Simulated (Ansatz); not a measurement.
Input file for Ansatz (a program for electronic structure): U-CCSD(T)/def2-TZVPP on LaC, 2S+1 = 2, a spin state set in the input, which need not be the lowest, a point of a bond scan (R = 1.987 Å). Elements past Kr take the def2 small-core potentials; no spin–orbit coupling.

Ansatz 0.2 input:
```yaml
crystal:
  periodic: [false, false, false]
  atoms:
    - {symbol: La, position_ang: [0.00000000, 0.00000000, 0.00000000]}
    - {symbol: C, position_ang: [0.00000000, 0.00000000, 1.98687800]}
basis:
  gaussian:
    orbitals: def2-TZVPP
    pivot_positions_ang: [[0.00000000, 0.00000000, 0.00000000], [0.00000000, 0.00000000, 1.98687800]]
magnetization: {spin_polarized: true, initial_magnetization: 1}
correlation: {method: ccsd_t, electrons: valence}
output: {orbitals: {seedname: ./end}}
```

The log:

```
WARN ansatz: RAYON_NUM_THREADS=1 ignored (pool sized by the plan → 1); use --threads N
Functional definition: HF
integrals: 0.12 GiB planned
598 factors; integrals over basis functions are off by at most 3.2e-4 eV
mean field: 0.15 GiB planned
mean field evaluation 1: about -1861.8605 eV, gradient 4.1e1 eV
mean field evaluation 2: about -1861.8617 eV, gradient 4.1e1 eV
mean field evaluation 4: about -1872.1833 eV, gradient 6.2e0 eV
mean field evaluation 8: about -1872.6817 eV, gradient 4.3e-1 eV
mean field evaluation 16: about -1872.7759 eV, gradient 3.5e-2 eV
mean field evaluation 32: about -1858.9908 eV, gradient 1.1e1 eV
mean field evaluation 64: about -1873.0636 eV, gradient 8.9e-1 eV
mean field evaluation 96: about -1872.7759 eV, gradient 1.7e-4 eV
mean field evaluation 128: about -1869.5243 eV, gradient 1.4e1 eV
mean field evaluation 160: about -1873.1494 eV, gradient 1.2e0 eV
mean field evaluation 192: about -1872.2914 eV, gradient 1.4e0 eV
mean field evaluation 224: about -1871.5765 eV, gradient 4.2e-1 eV
mean field evaluation 256: about -1872.2585 eV, gradient 1.5e-1 eV
mean field evaluation 288: about -1872.7759 eV, gradient 1.5e-2 eV
mean field evaluation 320: about -1872.8453 eV, gradient 3.4e-1 eV
mean field evaluation 352: about -1872.7306 eV, gradient 8.4e-1 eV
mean field evaluation 384: about -1872.6127 eV, gradient 3.4e-3 eV
mean field evaluation 416: about -1872.3641 eV, gradient 1.5e-2 eV
mean field evaluation 448: about -1872.7659 eV, gradient 6.0e-1 eV
mean field evaluation 480: about -1872.1190 eV, gradient 1.5e-1 eV
mean field evaluation 512: about -1872.0815 eV, gradient 1.8e0 eV
mean field evaluation 544: about -1872.2821 eV, gradient 9.2e-2 eV
mean field evaluation 576: about -1872.2920 eV, gradient 9.8e-2 eV
mean field evaluation 608: about -1872.3055 eV, gradient 7.2e-3 eV
mean field evaluation 640: about -1872.0854 eV, gradient 2.0e0 eV
mean field evaluation 672: about -1872.1941 eV, gradient 1.2e0 eV
mean field evaluation 704: about -1872.2842 eV, gradient 9.5e-2 eV
mean field evaluation 736: about -1872.3088 eV, gradient 1.3e0 eV
mean field evaluation 768: about -1872.1642 eV, gradient 6.4e-1 eV
mean field evaluation 800: about -1872.1221 eV, gradient 1.0e-2 eV
mean field evaluation 832: about -1871.5950 eV, gradient 6.0e-1 eV
mean field evaluation 864: about -1870.8388 eV, gradient 1.3e-1 eV
mean field evaluation 896: about -1872.3632 eV, gradient 6.5e-2 eV
mean field evaluation 928: about -1871.3942 eV, gradient 1.1e0 eV
mean field evaluation 960: about -1871.8660 eV, gradient 5.3e-1 eV
mean field evaluation 992: about -1872.1223 eV, gradient 5.0e-4 eV
mean field -1873.17817086 eV, -68.8380280934 hartree, gradient 1.5e-6 eV, S^2 1.863069; 26 other end points of the search recorded, 0 dependent functions left out
determinant -1873.17817086 eV, -68.8380280934 hartree, with singles and doubles -1882.82924102 eV, -69.1926983800 hartree
determinant -1872.85986367 eV, -68.8263305198 hartree, with singles and doubles -1882.49893914 eV, -69.1805600097 hartree
determinant -1872.81742389 eV, -68.8247708868 hartree, with singles and doubles -1882.56354997 eV, -69.1829344142 hartree
determinant -1872.77593374 eV, -68.8232461519 hartree, with singles and doubles -1883.37616965 eV, -69.2127976365 hartree
determinant -1872.61272173 eV, -68.8172482212 hartree, with singles and doubles -1882.06611787 eV, -69.1646541213 hartree
determinant -1872.36416668 eV, -68.8081139915 hartree, with singles and doubles -1881.20309277 eV, -69.1329385340 hartree
determinant -1872.33433609 eV, -68.8070177376 hartree, with singles and doubles -1881.36376862 eV, -69.1388432628 hartree
determinant -1872.30551903 eV, -68.8059587300 hartree, with singles and doubles -1882.67084874 eV, -69.1868775709 hartree
determinant -1872.26515533 eV, -68.8044753916 hartree, with singles and doubles -1882.89244979 eV, -69.1950212594 hartree
determinant -1872.26379817 eV, -68.8044255167 hartree, with singles and doubles -1881.91811391 eV, -69.1592150761 hartree
determinant -1872.12228865 eV, -68.7992251377 hartree, with singles and doubles -1882.47141095 eV, -69.1795483673 hartree
determinant -1871.97237397 eV, -68.7937158748 hartree, with singles and doubles -1881.68352762 eV, -69.1505941891 hartree
determinant -1871.61064183 eV, -68.7804224639 hartree, with singles and doubles -1881.04774668 eV, -69.1272296706 hartree
determinant -1871.51881341 eV, -68.7770478317 hartree, with singles and doubles -1880.03119032 eV, -69.0898719134 hartree
determinant -1870.90955515 eV, -68.7546580036 hartree, with singles and doubles -1881.07755787 eV, -69.1283252117 hartree
determinant -1870.83854671 eV, -68.7520484918 hartree, with singles and doubles -1879.71520406 eV, -69.0782596327 hartree
determinant -1873.17817086 eV, -68.8380280934 hartree, with singles and doubles -1882.91507008 eV, -69.1958525397 hartree
determinant -1872.77593374 eV, -68.8232461519 hartree, with singles and doubles -1883.38868816 eV, -69.2132576831 hartree
determinant -1872.26515533 eV, -68.8044753916 hartree, with singles and doubles -1882.87965282 eV, -69.1945509796 hartree
1 core orbitals not correlated
reference -1872.77593374 eV, -68.8232461519 hartree; 8, 7 occupied and 78, 79 virtual orbitals, 598 factors
second order -10.12985542 eV of doubles, -0.00000000 eV of singles
coupled cluster: 0.42 GiB planned
cycle   1  -10.61275586 eV  change   -1.4e-6 eV  update   3.9e-6
coupled cluster: 0.42 GiB planned
perturbative correction -0.68367949 eV, -0.0251247580 hartree
Total energy: -1884.07236909 eV, -69.2383824940 hartree
```

The run converged. Its determinant has ⟨S²⟩ = 1.19, a mixture of spin states.

Cost: very roughly 3.0 core-minutes.
